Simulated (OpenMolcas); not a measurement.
# Ni3+, Pd3+, Pt3+: d7 down the group

| Property | Result |
| --- | --- |
| Program | OpenMolcas 26.06 |
| Method | XMS-CASPT2, IPEA 0.25 Eh, imaginary shift 0.1 Eh |
| Basis | ANO-RCC-VTZP |
| Scalar Hamiltonian | DKH2, point nucleus |
| Spin-orbit coupling | state interaction with AMFI integrals over the reference wave functions, term energies averaged over their components |

Active space for each ion: 7 electrons in 5 orbitals (d); closed shells correlated by CASPT2: Ni3+ 3s 3p; Pd3+ 4s 4p; Pt3+ 5s 5p.

Computed levels in cm-1 above 4F 9/2:

| Level | Ni3+ | Pd3+ | Pt3+ |
| --- | --- | --- | --- |
| 4F 7/2 | 1149 | 2780 | 9690 |
| 4F 5/2 | 1983 | 4480 | 11010 |
| 4F 3/2 | 2550 | 5550 | 16180 |
| 4P 5/2 | 18410 | 13340 | 16990 |
| 4P 1/2 | 19300 | 15090 | 20520 |
| 2G 9/2 | 20490 | 15620 | 19030 |
| 2G 7/2 | 21580 | 18350 | 25950 |
| 2P 1/2 | 25020 | 21480 | 33880 |
| 2H 11/2 | 27780 | 20770 | 25340 |
| weight of 4F in the lowest level (%) | 100 | 97 | 84 |

Mixed levels, with the weight of the term that names them: Pt3+ 4F 5/2 (56 %), Pt3+ 4F 3/2 (51 %), Pt3+ 4P 1/2 (69 %), Pt3+ 2G 9/2 (58 %), Pt3+ 2P 1/2 (69 %).

Measured, with the error of the calculation in %. Measured levels: Ni3+ from Corliss and Sugar, J. Phys. Chem. Ref. Data 10, 197 (1981).

```csv
Level,Ni3+
4F 7/2,1190 (-3.4)
4F 5/2,2042 (-2.9)
4F 3/2,2621 (-2.7)
4P 5/2,18119 (+1.6)
4P 1/2,18958 (+1.8)
2G 9/2,19830 (+3.3)
2G 7/2,20948 (+3.0)
2P 1/2,24651 (+1.5)
2H 11/2,26649 (+4.2)
```

The fine-structure level 4F 3/2 changes by a factor of 6.35 from Ni3+ to Pt3+.

Without spin-orbit coupling 4P lies 17660, 11550, 9810 cm-1 above 4F in that order; the difference to the level 4P 5/2, of either sign, comes from spin-orbit coupling, which also lowers the zero.

Term energies are means over components that CASPT2 splits; among the terms shown or strongly mixed into the levels shown the widest spread is 1600 cm-1 (4d7 2G, Pd3+). The CASPT2 spread within a term exceeds the gap to the next term for 5d7 2H and 5d7 2D(1), so the order of their levels is uncertain (holds for Pt3+). Computed and measured levels are paired by configuration, term and J; levels that our copy of the source lacks, or whose pairing is in doubt (as where it misses far off the trend of its configuration), stay unpaired and out of the deviations. Only configurations of the active space appear.

A number in round brackets counts repeated terms of one configuration in the order of the reference energies.
